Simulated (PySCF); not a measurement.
C5H3ClF3O (doublet state).
Geometry (GFN2-xTB, Å), atoms numbered from 1 in this order:
```xyz
13
C5H3ClF3O angstrom
F      2.387   -0.551    0.622
C      1.690   -0.122   -0.452
F      1.815   -1.105   -1.370
F      2.345    0.936   -0.934
C      0.273    0.146   -0.119
C     -0.441    1.295   -0.233
Cl     0.016    2.829   -0.787
O     -1.710    1.152    0.171
C     -1.884   -0.129    0.576
C     -0.637   -0.921    0.436
H     -2.850   -0.418    0.925
H     -0.270   -1.331    1.391
H     -0.739   -1.782   -0.244
```

The hyperfine couplings belong to this conformer and change with its torsions.

The species is `FC(F)(F)C1=C(Cl)O[CH]C1` [radical].

Computed with UKS B3LYP, pcH-1 on C Cl F H O, non-relativistic, mean-field spin-orbit, GIAO in PySCF 2.14.0. Geometry: GFN2-xTB; no solvent, vibrations or thermal averaging. Couplings are sensitive to structure, and on GFN2-xTB geometries they can be far from those on DFT ones. The SCF solution wasn't tested for stability.

Q: What is the g tensor, term by term?

A: 
| Δg (ppm) | 1 | 2 | 3 |
| --- | --- | --- | --- |
| relativistic mass correction | -175 | -175 | -175 |
| gauge correction | -9 | 36 | 29 |
| orbital Zeeman/spin–orbit | 189 | 563 | 1494 |
| total | 6 | 425 | 1348 |

So g = 2.00233, 2.00274, 2.00367 and g_iso = 2.00291; the tensor is rhombic: the two nearest values differ by 31 % of g3 − g1. Axes: g3 points within 2° of the C9–H11 bond.

Q: What are the electron Larmor frequencies g μB B/h along the three axes at 340 mT?

A: 9.5285, 9.5305, 9.5349 GHz for g1, g2 and g3, a range of 6.4 MHz.

Q: How much does each term add to the isotropic shift?

A: The orbital-Zeeman/spin–orbit term 749, the mass correction -175 and the gauge correction 19 ppm, for a total of 593 ppm. The orbital-Zeeman/spin–orbit term is the largest in size. The mass correction is the same along every axis, so the anisotropy comes from the other two: their spans along these axes are 45 (gauge) and 1304 ppm (orbital Zeeman/spin–orbit).

Q: At 9.41 GHz, how far is the centre of the isotropic spectrum from where a free electron (g = 2.002319) resonates?

A: B = hν/(g μB) with μB/h = 13.99624 MHz/mT gives 335.77 mT for the free electron and 335.67 mT at g_iso, 0.10 mT lower.

Q: In a frozen sample, at which fields do the three g values resonate at 9.5, 34, 94 and 263 GHz (hyperfine left aside), and which band first spreads them over more than twice a line width of 0.5 mT?

A: 
| band | GHz | B(g3) mT | B(g2) mT | B(g1) mT | spread mT |
| --- | --- | --- | --- | --- | --- |
| X | 9.5 | 338.76 | 338.91 | 338.98 | 0.23 |
| Q | 34.0 | 1212.39 | 1212.95 | 1213.20 | 0.81 |
| W | 94.0 | 3351.90 | 3353.44 | 3354.14 | 2.25 |
| J | 263.0 | 9378.18 | 9382.50 | 9384.47 | 6.29 |

The spread grows in proportion to the frequency. W band is the first where it exceeds 1.0 mT.

Largest spin populations (Mulliken): C9 (+0.90), C10 (-0.10), C5 (+0.09) and H13 (+0.06). C9 is the only atom above +0.15. The positive populations add up to 1.18 and the negative ones to -0.18, together 2S = 1. The angles at C9 add up to 360.0°, so it is planar; its axial dipolar tensor and the negative coupling of its proton fit spin in a p orbital normal to that plane.

The HOMO–LUMO gaps are 4.47 eV among the α and 5.43 eV among the β orbitals.
